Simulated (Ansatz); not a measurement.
Coupled-cluster run, C2H6FNSSi (`F[SiH]1CN1CS`).

```yaml
crystal:
  periodic: [false, false, false]
  atoms:
    - {symbol: F, position_ang: [0.268174, -2.885342, -1.152548]}
    - {symbol: Si, position_ang: [0.633172, -1.607644, -0.282842]}
    - {symbol: C, position_ang: [-0.498737, -0.821580, 0.906532]}
    - {symbol: N, position_ang: [-0.310143, -0.233106, -0.455732]}
    - {symbol: C, position_ang: [-0.325654, 1.151701, -0.745562]}
    - {symbol: S, position_ang: [0.916619, 2.186580, 0.127814]}
    - {symbol: H, position_ang: [2.100005, -1.572742, -0.166605]}
    - {symbol: H, position_ang: [-1.507673, -1.169632, 1.123362]}
    - {symbol: H, position_ang: [-0.054102, -0.253968, 1.728637]}
    - {symbol: H, position_ang: [-0.103821, 1.301061, -1.803512]}
    - {symbol: H, position_ang: [-1.308417, 1.584307, -0.545390]}
    - {symbol: H, position_ang: [0.267575, 2.265166, 1.299646]}
basis:
  gaussian: {orbitals: def2-TZVPP}
correlation: {method: ccsd_t}
```

```sh
$ ansatz run in.yaml --threads 2 --pin off --events-out ev --progress --plain --max-ram 22528MiB --backend cuda --devices 0, --max-vram 18GiB
```

Log, shortened:

```
Functional definition: HF
1730 factors; integrals over basis functions are off by at most 1.1e-3 eV
mean field evaluation 1: about -25022.2355 eV, gradient 4.2e1 eV
mean field evaluation 2: about -25022.6142 eV, gradient 4.3e1 eV
mean field evaluation 4: about -25026.8813 eV, gradient 4.9e0 eV
mean field evaluation 8: about -25026.9771 eV, gradient 4.6e-1 eV
mean field evaluation 16: about -25026.9779 eV, gradient 2.4e-6 eV
mean field -25026.97794398 eV, -919.7244755464 hartree, gradient 2.4e-6 eV, S^2 0.000000; 0 other end points of the search recorded, 0 dependent functions left out
14 core orbitals not correlated: weight in the atoms' cores, before any rotation towards them, 1.000 or more for the frozen orbitals, at most 0.000 for the correlated occupied ones
reference -25026.97794398 eV, -919.7244755464 hartree; 18, 18 occupied and 260, 260 virtual orbitals, 1730 factors
second order -29.60188640 eV of doubles, -0.00000000 eV of singles
cycle   1  -29.95105363 eV  change   -3.5e-1 eV  update   1.2e-1
cycle   2  -30.67506083 eV  change   -7.2e-1 eV  update   3.5e-2
cycle   3  -30.83089176 eV  change   -1.6e-1 eV  update   1.7e-2
cycle   4  -30.81605638 eV  change    1.5e-2 eV  update   4.1e-3
cycle   5  -30.81481974 eV  change    1.2e-3 eV  update   1.9e-3
cycle   6  -30.81556251 eV  change   -7.4e-4 eV  update   6.3e-4
cycle   7  -30.81513560 eV  change    4.3e-4 eV  update   2.6e-4
cycle   8  -30.81507440 eV  change    6.1e-5 eV  update   8.5e-5
cycle   9  -30.81512284 eV  change   -4.8e-5 eV  update   3.2e-5
cycle  10  -30.81512074 eV  change    2.1e-6 eV  update   1.3e-5
perturbative correction -1.27565379 eV, -0.0468794122 hartree
Total energy: -25059.06871851 eV, -920.9037897585 hartree
```

Run time 8 s (2 threads of an AMD EPYC 7R13 on a shared host and a share of an NVIDIA H100 80 GB); peak host memory 0.87 GiB.

Correlation energy per correlated electron: -0.891 eV. T1 diagnostic: 0.0122.
